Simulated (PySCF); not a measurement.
Gas-phase thermal properties of GaCl

Method: PySCF energies (xtb for GFN2) plus ideal-gas RRHO corrections (1 bar). 6-31G* has spherical d functions here. All species are closed-shell singlets. B3LYP is the form with VWN-RPA correlation. Ga: all electrons, no relativistic terms. The harmonic model lacks anharmonicity and excited electronic states, which grow with temperature; levels with a mode under 35 cm⁻¹ are left out.

| level | point group | σ | ZPE (kJ/mol) | S°298 (J/mol/K) | Cp298 (J/mol/K) | S°1000 (J/mol/K) | H1000 − H298 (kJ/mol) |
|---|---|---|---|---|---|---|---|
| B3LYP/6-31G* | C∞v | 1 | 2.1 | 240.8 | 35.7 | 285.3 | 25.9 |
| GFN2-xTB | C∞v | 1 | 1.9 | 240.8 | 36.0 | 285.3 | 25.9 |
| HF/6-31G* | C∞v | 1 | 2.1 | 240.6 | 35.7 | 285.0 | 25.9 |
| PBE/def2-SVP | C∞v | 1 | 2.2 | 240.3 | 35.6 | 284.7 | 25.8 |
| PBE0/def2-TZVP | C∞v | 1 | 2.2 | 240.2 | 35.6 | 284.6 | 25.8 |
σ: rotational symmetry number. Electronic degeneracy used: 1. Frequencies are unscaled.
